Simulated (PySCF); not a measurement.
CH4B2Cl, C3H8B, B2H2N, BH3NOSi and others (calculated)

Computed with PySCF 2.14.0. Calculation on a computer-drawn molecule: the log of a Hartree-Fock and frozen-core CCSD(T) single point meant for a local Hartree-Fock minimum, with one planted fault or none, to be diagnosed. Offsets are logged minus clean, where the clean run is the same molecule without the fault. The reference is restricted for singlets and unrestricted otherwise, and also for a bond in bohr or an excited solution. Adding or removing an electron swaps singlet and doublet. The excited solution moves the top pair (singlet) or top alpha electron (doublet) to the lowest empty orbital. Highest occupied and lowest empty are orbital energies over both spins, largest force is the largest gradient component, triples share is (T) over the correlation energy, the T1 limit is 0.02 restricted and 0.045 unrestricted, electrons count all cores, a negative frequency is imaginary (commonest isotopes), and the dipole is about the centre of nuclear charge.

Common to all runs: meant charge 0; meant multiplicity 2; logged SCF converged yes; possible faults no fault, one electron removed, one electron added, multiplicity raised by two, geometry at a saddle point, SCF held on an excited solution, minimal basis STO-3G, one bond length entered in bohr, all coordinates scaled.

```json
{"entry": 1, "formula": "CH4B2Cl", "logged_structure": {"atoms_angstrom": [["B", -0.4661, -1.4326, 0.638], ["C", 0.0741, -0.0199, 0.4668], ["B", 0.5956, 0.2243, -0.9376], ["Cl", -0.2384, 1.266, -2.0241], ["H", -1.4039, -1.7719, 1.2352], ["H", -0.5977, 0.7223, 0.8178], ["H", 0.933, -0.0431, 1.1091], ["H", 1.5517, -0.285, -1.3478]]}, "given": {"meant_basis": "cc-pV(D+d)Z", "logged_electrons": 37, "logged_basis_functions": 85, "logged_spin_squared": 0.7534, "logged_highest_occupied [eV]": -9.0652, "logged_lowest_empty [eV]": 1.8809, "logged_largest_force [hartree/bohr]": 0.018661, "logged_T1_diagnostic": 0.012815, "logged_D1_diagnostic": 0.042953, "logged_triples_share": 0.027583, "logged_CC_converged": "yes", "logged_dipole_magnitude [debye]": 1.4867, "logged_SCF_stable_within_its_kind": "yes", "logged_energy_HF [hartree]": -549.04187, "logged_energy_CCSD(T) [hartree]": -549.52093, "drawn_bonds_atom": [1, 2, 3, 1, 2, 2, 3], "drawn_bonds_other_atom": [2, 3, 4, 5, 6, 7, 8], "drawn_bonds_order": [1, 1, 1, 1, 1, 1, 1]}, "results": {"planted_fault": "all coordinates scaled, by -2.9 %", "HF_energy_offset_from_clean_run [kcal/mol]": 3.906, "CCSD(T)_energy_offset_from_clean_run [kcal/mol]": 5.156}}
{"entry": 2, "formula": "C3H8B", "logged_structure": {"atoms_angstrom": [["B", -1.5029, -3.7317, -0.8099], ["C", -1.8141, -2.2871, -0.2926], ["C", -0.6186, -1.3425, -0.0937], ["C", -1.0091, 0.0143, 0.4864], ["H", -0.4609, -4.326, -0.7554], ["H", -2.3125, -2.4637, 0.6766], ["H", -2.584, -1.812, -0.9111], ["H", 0.1156, -1.8223, 0.5605], ["H", -0.1138, -1.1914, -1.0535], ["H", -0.1353, 0.6588, 0.6088], ["H", -1.7176, 0.5332, -0.1653], ["H", -1.4817, -0.0974, 1.4664]]}, "given": {"meant_basis": "cc-pVDZ", "logged_electrons": 31, "logged_basis_functions": 96, "logged_spin_squared": 3.7574, "logged_highest_occupied [eV]": -6.8458, "logged_lowest_empty [eV]": -1.9723, "logged_largest_force [hartree/bohr]": 0.13499, "logged_T1_diagnostic": 0.030228, "logged_D1_diagnostic": 0.19504, "logged_triples_share": 0.029951, "logged_CC_converged": "yes", "logged_dipole_magnitude [debye]": 4.0756, "logged_SCF_stable_within_its_kind": "yes", "logged_energy_HF [hartree]": -142.69063, "logged_energy_CCSD(T) [hartree]": -143.2549, "drawn_bonds_atom": [1, 2, 3, 1, 2, 2, 3, 3, 4, 4, 4], "drawn_bonds_other_atom": [2, 3, 4, 5, 6, 7, 8, 9, 10, 11, 12], "drawn_bonds_order": [1, 1, 1, 1, 1, 1, 1, 1, 1, 1, 1]}, "results": {"planted_fault": "multiplicity raised by two", "HF_energy_offset_from_clean_run [kcal/mol]": 119.8, "CCSD(T)_energy_offset_from_clean_run [kcal/mol]": 122.5}}
{"entry": 3, "formula": "C3H8B", "logged_structure": {"atoms_angstrom": [["B", -1.5029, -3.7317, -0.8099], ["C", -1.8141, -2.2871, -0.2926], ["C", -0.6186, -1.3425, -0.0937], ["C", -1.0091, 0.0143, 0.4864], ["H", -0.4609, -4.326, -0.7554], ["H", -2.3125, -2.4637, 0.6766], ["H", -2.584, -1.812, -0.9111], ["H", 0.1156, -1.8223, 0.5605], ["H", -0.1138, -1.1914, -1.0535], ["H", -0.1353, 0.6588, 0.6088], ["H", -1.7176, 0.5332, -0.1653], ["H", -1.4817, -0.0974, 1.4664]]}, "given": {"meant_basis": "cc-pVDZ", "logged_electrons": 31, "logged_basis_functions": 28, "logged_spin_squared": 0.752, "logged_highest_occupied [eV]": -7.3029, "logged_lowest_empty [eV]": 7.0265, "logged_largest_force [hartree/bohr]": 0.019117, "logged_T1_diagnostic": 0.0040734, "logged_D1_diagnostic": 0.016833, "logged_triples_share": 0.0066734, "logged_CC_converged": "yes", "logged_dipole_magnitude [debye]": 0.28833, "logged_SCF_stable_within_its_kind": "yes", "logged_energy_HF [hartree]": -141.16418, "logged_energy_CCSD(T) [hartree]": -141.40408, "drawn_bonds_atom": [1, 2, 3, 1, 2, 2, 3, 3, 4, 4, 4], "drawn_bonds_other_atom": [2, 3, 4, 5, 6, 7, 8, 9, 10, 11, 12], "drawn_bonds_order": [1, 1, 1, 1, 1, 1, 1, 1, 1, 1, 1]}, "results": {"planted_fault": "minimal basis STO-3G", "HF_energy_offset_from_clean_run [kcal/mol]": 1078, "CCSD(T)_energy_offset_from_clean_run [kcal/mol]": 1284}}
{"entry": 4, "formula": "B2H2N", "logged_structure": {"atoms_angstrom": [["B", 1.2169, 0.8148, -2.6765], ["N", 1.9949, 1.3688, -1.8696], ["B", 2.7704, 1.9672, -0.8991], ["H", 0.4862, 0.296, -3.4295], ["H", 3.8787, 2.4028, -1.0216]]}, "given": {"meant_basis": "cc-pVDZ", "logged_electrons": 20, "logged_basis_functions": 52, "logged_spin_squared": 0.0, "logged_highest_occupied [eV]": 1.0106, "logged_lowest_empty [eV]": 8.1482, "logged_largest_force [hartree/bohr]": 0.050338, "logged_T1_diagnostic": 0.022097, "logged_D1_diagnostic": 0.061701, "logged_triples_share": 0.042443, "logged_CC_converged": "yes", "logged_dipole_magnitude [debye]": 5.3798, "logged_SCF_stable_within_its_kind": "yes", "logged_energy_HF [hartree]": -104.88429, "logged_energy_CCSD(T) [hartree]": -105.26301, "drawn_bonds_atom": [1, 2, 1, 3], "drawn_bonds_other_atom": [2, 3, 4, 5], "drawn_bonds_order": [1, 2, 1, 1]}, "results": {"planted_fault": "one electron added", "HF_energy_offset_from_clean_run [kcal/mol]": 49.5, "CCSD(T)_energy_offset_from_clean_run [kcal/mol]": 19.67}, "notes": ["T1 above single-reference limit", "highest electron not bound in this basis"]}
{"entry": 5, "formula": "BH3NOSi", "logged_structure": {"atoms_angstrom": [["B", -1.9101, 1.4594, 0.6469], ["N", -0.9042, 2.2122, 0.5239], ["Si", 0.4293, 3.2678, 0.1861], ["O", 1.8416, 2.7418, 0.9199], ["H", -2.8548, 0.7469, 0.77], ["H", 0.1724, 4.6357, 0.7459], ["H", 2.1402, 1.8463, 0.747]]}, "given": {"meant_basis": "cc-pV(D+d)Z", "logged_electrons": 37, "logged_basis_functions": 80, "logged_spin_squared": 0.7556, "logged_highest_occupied [eV]": -8.4336, "logged_lowest_empty [eV]": 2.0705, "logged_largest_force [hartree/bohr]": 0.017576, "logged_T1_diagnostic": 0.018366, "logged_D1_diagnostic": 0.054122, "logged_triples_share": 0.03112, "logged_CC_converged": "yes", "logged_dipole_magnitude [debye]": 2.7514, "logged_SCF_stable_within_its_kind": "yes", "logged_energy_HF [hartree]": -444.7322, "logged_energy_CCSD(T) [hartree]": -445.28049, "drawn_bonds_atom": [1, 2, 3, 1, 3, 4], "drawn_bonds_other_atom": [2, 3, 4, 5, 6, 7], "drawn_bonds_order": [1, 2, 1, 1, 1, 1]}, "results": {"planted_fault": "all coordinates scaled, by +1.5 %", "HF_energy_offset_from_clean_run [kcal/mol]": 1.163, "CCSD(T)_energy_offset_from_clean_run [kcal/mol]": -1.165}}
{"entry": 6, "formula": "BH3NOSi", "logged_structure": {"atoms_angstrom": [["B", 2.0922, 0.1669, 0.0], ["N", 0.8666, -0.5062, 0.0], ["Si", -0.56, 0.1582, 0.0], ["O", -1.9047, -0.7262, 0.0], ["H", 3.1803, -0.3641, 0.0], ["H", -0.9196, 1.582, 0.0], ["H", -2.7547, -0.3107, 0.0]]}, "given": {"meant_basis": "cc-pV(D+d)Z", "logged_electrons": 37, "logged_basis_functions": 80, "logged_spin_squared": 0.7559, "logged_highest_occupied [eV]": -7.025, "logged_lowest_empty [eV]": 1.8944, "logged_largest_force [hartree/bohr]": 2.3841e-05, "logged_lowest_frequency [cm^-1]": -262.87, "logged_T1_diagnostic": 0.017074, "logged_D1_diagnostic": 0.052231, "logged_triples_share": 0.030357, "logged_CC_converged": "yes", "logged_dipole_magnitude [debye]": 5.8567, "logged_SCF_stable_within_its_kind": "yes", "logged_energy_HF [hartree]": -444.66591, "logged_energy_CCSD(T) [hartree]": -445.21045, "drawn_bonds_atom": [1, 2, 3, 1, 3, 4], "drawn_bonds_other_atom": [2, 3, 4, 5, 6, 7], "drawn_bonds_order": [1, 2, 1, 1, 1, 1]}, "results": {"planted_fault": "geometry at a saddle point", "HF_energy_offset_from_clean_run [kcal/mol]": 42.76, "CCSD(T)_energy_offset_from_clean_run [kcal/mol]": 42.79}}
{"entry": 7, "formula": "BH3NOSi", "logged_structure": {"atoms_angstrom": [["B", -1.8819, 1.4378, 0.6373], ["N", -0.8908, 2.1795, 0.5162], ["Si", 0.4229, 3.2195, 0.1833], ["O", 1.8144, 2.7013, 0.9063], ["H", -2.8126, 0.7358, 0.7586], ["H", 0.1698, 4.5672, 0.7349], ["H", 2.1086, 1.819, 0.736]]}, "given": {"meant_basis": "cc-pV(D+d)Z", "logged_electrons": 37, "logged_basis_functions": 80, "logged_spin_squared": 0.8178, "logged_highest_occupied [eV]": -2.9383, "logged_lowest_empty [eV]": -1.1309, "logged_largest_force [hartree/bohr]": 0.15042, "logged_dipole_magnitude [debye]": 3.596, "logged_SCF_stable_within_its_kind": "no", "logged_energy_HF [hartree]": -444.54649, "drawn_bonds_atom": [1, 2, 3, 1, 3, 4], "drawn_bonds_other_atom": [2, 3, 4, 5, 6, 7], "drawn_bonds_order": [1, 2, 1, 1, 1, 1]}, "results": {"planted_fault": "SCF held on an excited solution", "HF_energy_offset_from_clean_run [kcal/mol]": 117.7}, "notes": ["coupled-cluster numbers left out as unreliable"]}
{"entry": 8, "formula": "CH6AlBN", "logged_structure": {"atoms_angstrom": [["B", 0.6851, 0.8752, -0.7763], ["N", -0.662, 1.1437, -0.6668], ["C", -1.3383, 1.9169, 0.3836], ["Al", -2.8313, 0.9669, 1.2854], ["H", 1.5175, 1.2459, 0.0068], ["H", -1.2759, 0.7812, -1.3692], ["H", -1.6825, 2.8799, -0.0202], ["H", -0.5915, 2.1842, 1.1377], ["H", -3.4106, 1.5372, 2.6427], ["H", -3.4454, -0.3315, 0.6223]]}, "given": {"meant_basis": "cc-pV(D+d)Z", "logged_electrons": 36, "logged_basis_functions": 95, "logged_spin_squared": 0.0, "logged_highest_occupied [eV]": -15.31, "logged_lowest_empty [eV]": -5.9511, "logged_largest_force [hartree/bohr]": 0.079617, "logged_T1_diagnostic": 0.018026, "logged_D1_diagnostic": 0.062961, "logged_triples_share": 0.030545, "logged_CC_converged": "yes", "logged_dipole_magnitude [debye]": 7.4239, "logged_SCF_stable_within_its_kind": "yes", "logged_energy_HF [hartree]": -362.10045, "logged_energy_CCSD(T) [hartree]": -362.60365, "drawn_bonds_atom": [1, 2, 3, 1, 2, 3, 3, 4, 4], "drawn_bonds_other_atom": [2, 3, 4, 5, 6, 7, 8, 9, 10], "drawn_bonds_order": [1, 1, 1, 1, 1, 1, 1, 1, 1]}, "results": {"planted_fault": "one electron removed", "HF_energy_offset_from_clean_run [kcal/mol]": 167.3, "CCSD(T)_energy_offset_from_clean_run [kcal/mol]": 169.4}}
{"entry": 9, "formula": "BClH4NSi", "logged_structure": {"atoms_angstrom": [["B", -0.0801, -0.0477, 1.0077], ["N", -0.2752, -1.0217, 0.0202], ["Si", 0.3867, -1.0339, -1.5821], ["Cl", 1.9271, -2.4123, -1.7408], ["H", 0.5771, 0.943, 0.8545], ["H", -1.3379, -2.5171, 0.5145], ["H", 0.9324, 0.2931, -1.8792], ["H", -0.6378, -1.4619, -2.5451]]}, "given": {"meant_basis": "cc-pV(D+d)Z", "logged_electrons": 47, "logged_basis_functions": 94, "logged_spin_squared": 1.3257, "logged_highest_occupied [eV]": -9.5608, "logged_lowest_empty [eV]": 1.2115, "logged_largest_force [hartree/bohr]": 0.052897, "logged_T1_diagnostic": 0.063947, "logged_D1_diagnostic": 0.37653, "logged_triples_share": 0.034654, "logged_CC_converged": "yes", "logged_dipole_magnitude [debye]": 1.7282, "logged_SCF_stable_within_its_kind": "yes", "logged_energy_HF [hartree]": -829.84014, "logged_energy_CCSD(T) [hartree]": -830.37632, "drawn_bonds_atom": [1, 2, 3, 1, 2, 3, 3], "drawn_bonds_other_atom": [2, 3, 4, 5, 6, 7, 8], "drawn_bonds_order": [1, 1, 1, 1, 1, 1, 1]}, "results": {"planted_fault": "one bond length entered in bohr, row 5 of the drawn bonds", "HF_energy_offset_from_clean_run [kcal/mol]": 78.24, "CCSD(T)_energy_offset_from_clean_run [kcal/mol]": 70.43}, "notes": ["T1 above single-reference limit"]}
{"entry": 10, "formula": "BH4N2Si", "logged_structure": {"atoms_angstrom": [["B", 0.5208, 1.9791, -0.9727], ["N", 0.9006, 0.7393, -0.4271], ["Si", 2.0907, 0.4448, 0.784], ["N", 3.0347, 1.3965, 1.578], ["H", 0.9982, 3.0281, -0.6504], ["H", 0.4232, -0.0713, -0.7823], ["H", 2.1259, -0.9993, 1.0214], ["H", 3.1217, 2.3913, 1.524]]}, "given": {"meant_basis": "cc-pV(D+d)Z", "logged_electrons": 37, "logged_basis_functions": 85, "logged_spin_squared": 0.7544, "logged_highest_occupied [eV]": -9.2956, "logged_lowest_empty [eV]": 2.2497, "logged_largest_force [hartree/bohr]": 2.7567e-05, "logged_lowest_frequency [cm^-1]": 150.46, "logged_T1_diagnostic": 0.019048, "logged_D1_diagnostic": 0.057188, "logged_triples_share": 0.032871, "logged_CC_converged": "yes", "logged_dipole_magnitude [debye]": 2.8717, "logged_SCF_stable_within_its_kind": "yes", "logged_energy_HF [hartree]": -424.82161, "logged_energy_CCSD(T) [hartree]": -425.3627, "drawn_bonds_atom": [1, 2, 3, 1, 2, 3, 4], "drawn_bonds_other_atom": [2, 3, 4, 5, 6, 7, 8], "drawn_bonds_order": [1, 1, 2, 1, 1, 1, 1]}, "results": {"planted_fault": null}}
```

Questions
1. Give the missing planted fault for BH4N2Si (entry 10).

Answers
1. no fault

Further results for BH4N2Si (entry 10):

* HF energy offset from clean run: 0 kcal/mol
* CCSD(T) energy offset from clean run: 0 kcal/mol
